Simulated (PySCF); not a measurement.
Task: Write Cartesian coordinates for 3-tert-butylthiophene, `CC(C)(C)c1ccsc1` as optimised with PBE0-D3(BJ)/def2-SVP.

Result: 
```
atom  x, y, z in Å
C1    -1.696   -0.942   -0.854
C2    -0.900   -0.036    0.096
C3    -1.076    1.430   -0.324
C4    -1.437   -0.213    1.516
C5     0.572   -0.402    0.017
C6     1.338   -0.338   -1.192
C7     2.643   -0.714   -1.028
S8     2.970   -1.153    0.599
C9     1.348   -0.832    1.067
H10   -2.768   -0.691   -0.819
H11   -1.580   -2.000   -0.576
H12   -1.360   -0.830   -1.896
H13   -0.722    1.601   -1.352
H14   -2.139    1.718   -0.283
H15   -0.512    2.100    0.342
H16   -2.504    0.057    1.554
H17   -1.344   -1.256    1.854
H18   -0.904    0.431    2.231
H19    0.933   -0.023   -2.155
H20    3.430   -0.756   -1.779
H21    1.051   -0.980    2.103
```

Orientation and origin are arbitrary. Atoms count from 1 in this order. The 5-membered ring C5–C6–C7–S8–C9 has internal angles of 91.7° to 113.3° (sum 540°, against 540° for a flat polygon); it is planar, 0.00 Å rms from its mean plane, widest ring torsion 0°. The 7 C–C bonds span 1.368 Å (C6–C7, aromatic) to 1.535 Å (C2–C3, drawn single), a spread of 0.167 Å. Of the pairs four or more bonds apart, C4···H21 is among the closest relative to their van der Waals radii: 2.67 Å, 92 % of the sum of Bondi's values.

Bonds between heavy atoms (Å): C1–C2 1.535, C2–C3 1.535, C2–C4 1.528, C2–C5 1.519, C5–C6 1.433, C6–C7 1.368, C7–S8 1.716, S8–C9 1.718, C5–C9 1.374.

Computed with PBE0-D3(BJ)/def2-SVP geometry optimisation, gas phase (PySCF).

Point group: Cs (every atom within 0.08 Å of its image). Whether it is a minimum is left open (no frequencies).
